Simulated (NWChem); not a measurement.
Molecule: CH$_{4}$ClInO; SMILES C[O][InH][Cl]

```xyz
8

In    -0.4359     0.0383     0.0000
H     -2.1335    -0.1559     0.0000
Cl     0.6443     2.1140     0.0000
O      0.9108    -1.4226     0.0000
C      0.6079    -2.7842     0.0000
H      1.0409    -3.2793    -0.8897
H      1.0409    -3.2793     0.8897
H     -0.4771    -3.0166     0.0000
```
Atoms are numbered in this order, from 1.

Results from NWChem. All runs use the structure optimised with PBE0/def2-SVP (def2 core potentials past Kr).

For level TPSS/3-21G, non-relativistic:

```
Quantity                     Value
---------------------------  -----
highest occupied level (eV)  -6.00
dipole (D)                    4.02
```

Problem. Estimate the same quantities for level TPSS/STO-3G, non-relativistic.

Solution. 
| Quantity | Result |
|---|---|
| highest occupied level (eV) | -2.94 |
| dipole (D) | 3.43 |
